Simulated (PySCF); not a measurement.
Species: C₅H₆NP.
Atom-mapped SMILES: `[CH3:1][c:2]1[cH:3][cH:4][n:5][cH:6][p:7]1` (hydrogens: H8, H9, H10 on C1; H11 on C3; H12 on C4; H13 on C6)

Method: B3LYP/cc-pVDZ geometry optimisation, gas phase in PySCF 2.14.0; density fitting, grid level 1; the optimiser is geomeTRIC in internal coordinates, started from a GFN2-xTB structure.

Step 0: E = -16061.6257 eV
```
atom  x, y, z in Å  |  force x, y, z in eV/Å
C1     -2.0322   -0.4874    0.2467    0.211  -0.043   0.020
C2     -0.5496   -0.2854    0.1404   -0.178  -0.277   0.136
C3     -0.0625    0.8760   -0.4335    0.015   0.139  -0.067
C4      1.2909    1.1477   -0.5718   -0.322   0.195  -0.097
N5      2.2749    0.3565   -0.1849    1.199   0.584  -0.296
C6      2.0377   -0.7980    0.3841   -0.137  -0.648   0.324
P7      0.5020   -1.5426    0.7548   -0.152  -0.401   0.199
H8     -2.4902   -0.4641   -0.7421   -0.254  -0.009  -0.381
H9     -2.4818    0.3099    0.8384   -0.251   0.296   0.244
H10    -2.2609   -1.4424    0.7157   -0.213  -0.328   0.163
H11    -0.7725    1.6106   -0.7925   -0.280   0.365  -0.179
H12     1.6104    2.0757   -1.0300    0.021   0.433  -0.213
H13     2.9296   -1.3562    0.6570    0.341  -0.305   0.149
```

Task: Estimate the geometry and energy of step 1. (The exact step hangs on the optimiser's Hessian estimate; all steps are aligned on step 0, rigid shifts and turns removed.)

Result: E = -16061.6952 eV, largest force 0.153 eV/Å
```
atom  x, y, z in Å  |  force x, y, z in eV/Å
C1     -2.0511   -0.4934    0.2497   -0.081  -0.001   0.000
C2     -0.5593   -0.2926    0.1440    0.069   0.022  -0.009
C3     -0.0569    0.8758   -0.4334   -0.088   0.040  -0.020
C4      1.3053    1.1514   -0.5742    0.012   0.082  -0.040
N5      2.3232    0.3702   -0.1923    0.095   0.011  -0.010
C6      2.0668   -0.8015    0.3864    0.024   0.006  -0.002
P7      0.5159   -1.5457    0.7571   -0.053  -0.129   0.064
H8     -2.5219   -0.4674   -0.7486    0.004   0.001   0.017
H9     -2.5132    0.3113    0.8478    0.005  -0.013  -0.011
H10    -2.3051   -1.4549    0.7203    0.003   0.006  -0.002
H11    -0.7639    1.6295   -0.8021    0.020  -0.015   0.007
H12     1.5983    2.0992   -1.0422   -0.001  -0.029   0.013
H13     2.9576   -1.3813    0.6698   -0.008   0.016  -0.008
```

The energy changes by -0.0696 eV. The first-order estimate −F·Δx gives -0.1368 eV and the mean of the old and new forces, exact on a quadratic surface, -0.0702 eV. The step makes an angle of 52° with the force vector and moves no atom by more than 0.051 Å.

The cost below is that of the whole optimisation. Time: 23 s wall; peak memory 0.58 GiB. Hardware: Arm Neoverse V2, one thread, no GPU, shared host.
